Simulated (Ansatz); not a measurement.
The cluster Zr2O5H2. Total charge 0; triplet. Geometry B3LYP-D4/def2-SVP, that of the neutral singlet; atoms count from 1.

Cartesian coordinates in Å:
```
Zr -1.044 0.484 -0.458
Zr 1.259 -0.657 1.208
O -0.254 -1.356 0.373
O 0.737 1.042 0.648
O -2.787 1.121 0.248
O -0.832 0.598 -2.213
O 2.958 -1.277 0.495
H 3.575 -1.449 -0.223
H -3.612 1.494 -0.077
```

In the def2 sets Zr takes a core potential; there is no spin–orbit coupling. At PBE0-D4/def2-TZVP a singlet of charge 0 lies 3.47 eV below the triplet at the same geometry. The structure comes from a short search, and lower isomers may exist.

Question: Estimate the Mulliken populations from the PBE0/def2-TZVP orbitals of Ansatz.

Answer: 
| atom | charge (e) | spin (α − β) | d electrons |
| --- | --- | --- | --- |
| Zr1 | 1.49 | -0.07 | 1.93 |
| Zr2 | 1.20 | 0.95 | 1.95 |
| O3 | -0.75 | 0.05 | – |
| O4 | -0.67 | 0.33 | – |
| O5 | -0.75 | 0.02 | – |
| O6 | -0.44 | 0.68 | – |
| O7 | -0.76 | 0.04 | – |
| H8 | 0.33 | 0.00 | – |
| H9 | 0.34 | 0.00 | – |
Mulliken values depend strongly on the basis.

Question: Where does the spin sit?

Answer: Summed by element: Zr 0.88, O 1.12, H 0.00, of 2 unpaired in all. Largest on single atoms: Zr2 0.95, O6 0.68, O4 0.33.

Question: And the Mayer bond orders between heavy atoms (over 0.3)?

Answer: Zr1–O3 0.77 (2.17 Å); Zr1–O4 0.79 (2.17 Å); Zr1–O5 0.94 (1.99 Å); Zr1–O6 1.39 (1.77 Å); Zr2–O3 1.11 (1.86 Å); Zr2–O4 0.93 (1.86 Å); Zr2–O7 0.91 (1.94 Å).
